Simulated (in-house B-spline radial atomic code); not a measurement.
**RPA and G0W0 on LDA VWN5: neutral palladium**

Configuration [Kr] 4d10, mean-field start LDA VWN5. Computed with a B-spline radial code for spherical atoms: all electrons, non-relativistic, point nucleus, each spin shell either full or empty, empty states to l = 9 with an (l + 1/2)⁻⁴ tail; G0W0 by contour deformation at full frequency.

Without relativity these are model numbers: it shifts the levels of so heavy an element strongly and can reorder them.

Command:
```bash
python run_gw.py task.json out
```
Settings (radii: box in bohr, nucleus in fm):
```
Z                        46
electrons                46
configuration            [Kr] 4d10
hamiltonian              nr
method                   lda,vwn
lmax                     9
spin_polarised           False
box_radius               40
intervals                57
```

Run time, properties included: 2.4 s on 1 thread of Arm Neoverse V2, with other jobs on the host.

Energies (hartree):

```
                                     term        value
                         mean-field total  -4935.36840
Hartree-Fock functional on these orbitals  -4937.86559
                      direct second order      -4.2111
                    second-order exchange       1.1532
                         SOSEX correction       1.0448
```

Q: What is the RPA correlation energy, and what remains with SOSEX?

A: RPA gives -3.5533 hartree (-2.1 eV per electron); RPA + SOSEX gives -2.5085, and the second-order doubles -3.0578 hartree (no singles). RPA lacks exchange-type terms and so overcorrelates at short range.

Quasi-particle levels (eV):

```
level  occupied  mean field  Σx - vxc     Σc  QP weight    G0W0
   4d       yes      -4.375     -5.80      ?          ?       ?
   5s        no      -3.091      4.60  -1.97      0.871  -0.462
```

G0W0 = mean field + (Σx - vxc) + Σc, with Σc (partial-wave tail included) taken at the quasi-particle energy. Only the outer levels were computed. Levels of low weight are left out.

Q: Where does G0W0 put 4d?

A: At -8.315 eV, with Σc = 1.86 eV and a quasi-particle weight of 0.619. The tabulated removal energy is 8.337 eV (NIST, measured); the calculation leaves out relativity, Breit and QED terms, and what these don't explain is the method's own error.
